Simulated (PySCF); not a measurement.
How methods differ on the excitation energy of Fe(2+)

Fe(2+) [Ar] 3d6 (5D) → Fe(2+) [Ar] 3d5 4s1 (7S), as a difference of total energies. Computed with PySCF 2.14 in def2-TZVPPD (6s6p4d2f1g, 67 functions), with no relativity, point nucleus. Correlated levels: valence and next inner shell: [Ne] frozen. The calculations carry no spin-orbit coupling.

```csv
method,excitation energy (eV)
UHF,2.871
MP2 (valence and next inner shell),4.186
SCS-MP2 (valence and next inner shell),4.383
CCSD (valence and next inner shell),3.970
CCSD(T) (valence and next inner shell),3.992
```

How much does correlation contribute at CCSD(T) (valence and next inner shell)?

3.992 − (2.871) = 1.121 eV, measured against UHF.

A first-order spin-orbit estimate (lowest level to lowest level, LS coupling) adds 0.054 eV.
